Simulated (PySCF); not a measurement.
**Excitation energy of Ge by level of theory**

Ge [Ar] 3d10 4s2 4p2 (3P) → Ge [Ar] 3d10 4s1 4p2 5s1 (5P), as a difference of total energies. Calculation: PySCF 2.14, in x2c-QZVPPall with one added diffuse shell each of s, p, d, f type (12s9p6d5f1g, 113 functions); the spin-free X2C one-electron Hamiltonian (Gaussian nucleus). Correlated levels: valence: [Ar] 3d10 frozen; valence and next inner shell: [Ne] frozen. The calculations carry no spin-orbit coupling.

```csv
method,excitation energy (eV)
UHF,9.244
LDA,11.542
PBE,11.274
PBE0,11.002
r2SCAN,10.999
BHandHLYP,11.213
M06-2X,11.055
MP2 (valence),10.297
SCS-MP2 (valence),10.644
MP2 (valence and next inner shell),10.896
SCS-MP2 (valence and next inner shell),11.126
```

How much does correlation contribute at MP2 (valence and next inner shell)?

10.896 − (9.244) = 1.652 eV, measured against UHF.

The upper state lies above the first ionisation limit, but in LS coupling its spin forbids autoionisation to the ground ion. A Rydberg-like electron needs more diffuse functions than a valence basis has.

The promoted electron is Rydberg-like, and one or two diffuse shells describe it only roughly, which tends to raise the upper state.
